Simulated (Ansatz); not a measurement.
Ansatz (a quantum-chemistry and plane-wave program) input (CCSD(T)/def2-SVPD):

Ansatz 0.2 input:
```yaml
crystal:
  periodic: [false, false, false]
  atoms:
    - {symbol: F, position_ang: [-0.98442786, 1.63566598, 0.06232469]}
    - {symbol: Ga, position_ang: [-0.29095204, 0.04198609, 0.00467305]}
    - {symbol: F, position_ang: [-1.40806345, -1.29041543, -0.02389830]}
    - {symbol: Cl, position_ang: [1.79717264, -0.25934257, -0.02886483]}
basis:
  gaussian:
    orbitals: def2-SVPD
total_charge: 1
magnetization: {spin_polarized: true, initial_magnetization: 1}
correlation: {method: ccsd_t, electrons: outside_noble_gas}
```

Output:

```
Functional definition: HF
integrals: 0.28 GiB planned
1048 factors; integrals over basis functions are off by at most 5.6e-4 eV
0.79 GiB of device memory are held for the factors and their scratch space
mean field: 0.57 GiB planned
mean field evaluation 1: about -70218.6171 eV, gradient 4.8e1 eV
mean field evaluation 2: about -70218.6213 eV, gradient 4.8e1 eV
mean field evaluation 4: about -70226.9266 eV, gradient 2.6e0 eV
mean field evaluation 8: about -70226.9779 eV, gradient 1.4e-1 eV
mean field evaluation 16: about -70226.9652 eV, gradient 1.1e0 eV
mean field evaluation 32: about -70226.8190 eV, gradient 3.1e-1 eV
mean field evaluation 64: about -70226.5553 eV, gradient 6.9e0 eV
mean field evaluation 96: about -70226.8208 eV, gradient 7.8e-6 eV
mean field evaluation 128: about -70226.0631 eV, gradient 9.6e0 eV
mean field evaluation 160: about -70224.6122 eV, gradient 9.6e-2 eV
mean field evaluation 192: about -70223.5223 eV, gradient 8.9e-1 eV
mean field evaluation 224: about -70223.2323 eV, gradient 3.4e0 eV
mean field evaluation 256: about -70223.9829 eV, gradient 5.4e0 eV
mean field evaluation 288: about -70223.6468 eV, gradient 2.6e0 eV
mean field evaluation 320: about -70225.0130 eV, gradient 1.1e-2 eV
mean field evaluation 352: about -70219.5543 eV, gradient 3.9e-1 eV
mean field evaluation 384: about -70219.5409 eV, gradient 1.3e-1 eV
mean field evaluation 416: about -70216.3050 eV, gradient 4.7e0 eV
mean field evaluation 448: about -70219.4284 eV, gradient 5.4e-4 eV
mean field evaluation 480: about -70219.1875 eV, gradient 1.3e-1 eV
mean field evaluation 512: about -70219.0574 eV, gradient 7.3e-4 eV
mean field evaluation 544: about -70219.2619 eV, gradient 1.7e-2 eV
mean field evaluation 576: about -70219.8583 eV, gradient 2.3e1 eV
mean field evaluation 608: about -70224.6128 eV, gradient 9.0e-3 eV
mean field evaluation 640: about -70224.0794 eV, gradient 3.0e-3 eV
mean field evaluation 672: about -70224.5627 eV, gradient 6.5e-1 eV
mean field evaluation 704: about -70226.9783 eV, gradient 5.1e-4 eV
mean field -70226.97828985 eV, -2580.7938505964 hartree, gradient 4.9e-6 eV, S^2 0.757900; 12 other end points of the search recorded, 0 dependent functions left out
determinant -70226.97828985 eV, -2580.7938505964 hartree, with singles and doubles -70243.00968232 eV, -2581.3829934031 hartree
determinant -70226.82081023 eV, -2580.7880633271 hartree, with singles and doubles -70242.84956596 eV, -2581.3771092357 hartree
determinant -70225.01304393 eV, -2580.7216291410 hartree, with singles and doubles -70241.37231764 eV, -2581.3228213609 hartree
determinant -70224.61284868 eV, -2580.7069222368 hartree, with singles and doubles -70240.79509225 eV, -2581.3016087194 hartree
determinant -70224.07943123 eV, -2580.6873195069 hartree, with singles and doubles -70240.62221251 eV, -2581.2952555062 hartree
determinant -70226.97828985 eV, -2580.7938505964 hartree, with singles and doubles -70243.04299069 eV, -2581.3842174632 hartree
determinant -70226.82081023 eV, -2580.7880633271 hartree, with singles and doubles -70242.88293297 eV, -2581.3783354507 hartree
21 core orbitals not correlated, not the lowest: weight in the atoms' cores, before any rotation towards them, 0.680 or more for the frozen orbitals, at most 0.325 for the correlated occupied ones
reference -70226.97828985 eV, -2580.7938505964 hartree; 12, 11 occupied and 78, 79 virtual orbitals, 1048 factors
second order -15.60401011 eV of doubles, -0.00000000 eV of singles
coupled cluster: 1.70 GiB planned
cycle   1  -16.06470097 eV  change   -1.3e-7 eV  update   1.7e-6
perturbative correction -0.38457382 eV, -0.0141328274 hartree
Total energy: -70243.42756465 eV, -2581.3983502954 hartree
```

This state (charge 1, doublet) is run at the relaxed geometry of the species with charge 0 and multiplicity 1.
